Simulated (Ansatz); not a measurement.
Process, species as SMILES: C[Si](C)(C)O + H+ -> C[Si](C)(C)[OH2+]
Each molecule is optimised on its own at B3LYP-D3(BJ)/def2-TZVP (Ansatz, an electronic-structure program), one conformer each, not searched for the lowest. Frequencies are from Ansatz.
Geometry of the first species:
```
Si
O 1 1.6645
H 2 0.9597 1 118.16
C 1 1.8653 2 104.90 3 180.00
H 4 1.0919 1 110.92 2 -59.94
H 4 1.0919 5 107.88 1 -121.66
H 4 1.0925 5 107.98 6 -116.47
C 1 1.8744 2 110.33 3 -60.44
H 8 1.0921 1 111.02 2 -57.78
H 8 1.0930 9 107.89 1 121.89
H 8 1.0932 9 107.83 10 115.71
C 1 1.8744 2 110.33 3 60.44
H 12 1.0921 1 111.02 2 57.78
H 12 1.0930 13 107.89 1 -121.89
H 12 1.0932 13 107.83 14 -115.71
```

Wanted: proton affinity (enthalpy at 298 K, with B3LYP-D3(BJ) rigid-rotor harmonic-oscillator terms), positive where the reaction releases energy, in kcal/mol. Valence correlation only, unless marked. Spin-orbit coupling is left out. Non-relativistic. CBS marks a two-point X^-3 extrapolation of the correlation energy; Hartree-Fock from the larger set. [CCSD(T)-MP2]/basis is that difference in the basis named.

| level | program | proton affinity (kcal/mol) | minus last row |
|---|---|---|---|
| HF/STO-3G | Ansatz | 267.6 | 74.1 |
| HF/cc-pV(T+d)Z | Ansatz | 197.5 | 4.0 |
| PBE/def2-TZVPD | Ansatz | 194.8 | 1.3 |
| PBE0-D4/def2-TZVP | Ansatz + dftd4 | 195.7 | 2.2 |
| PBE0/def2-TZVP | Ansatz | 196.1 | 2.6 |
| HSE06-D3(BJ)/def2-TZVPD | Ansatz + dftd3 | 196.1 | 2.6 |
| HSE06/def2-TZVPD | Ansatz | 195.7 | 2.2 |
| CAM-B3LYP-D4/def2-TZVPD | Ansatz + dftd4 | 192.4 | -1.1 |
| LC-wPBE/def2-TZVPD | Ansatz | 195.9 | 2.4 |
| B2GP-PLYP-D4/def2-TZVPD | Ansatz + dftd4 | 192.7 | -0.8 |
| B2PLYP-D3(BJ)/def2-TZVPD | Ansatz + dftd3 | 193.4 | -0.1 |
| MP2/cc-pwCVTZ | Ansatz | 193.4 | -0.1 |
| CCSD/6-31G | Ansatz | 210.8 | 17.3 |
| CCSD(T)/6-31G | Ansatz | 210.5 | 17.0 |
| RI-MP2/CBS(cc-pV(T+d)Z,cc-pV(Q+d)Z)+[CCSD(T)-MP2]/cc-pV(T+d)Z | Ansatz | 193.5 | 0.0 |
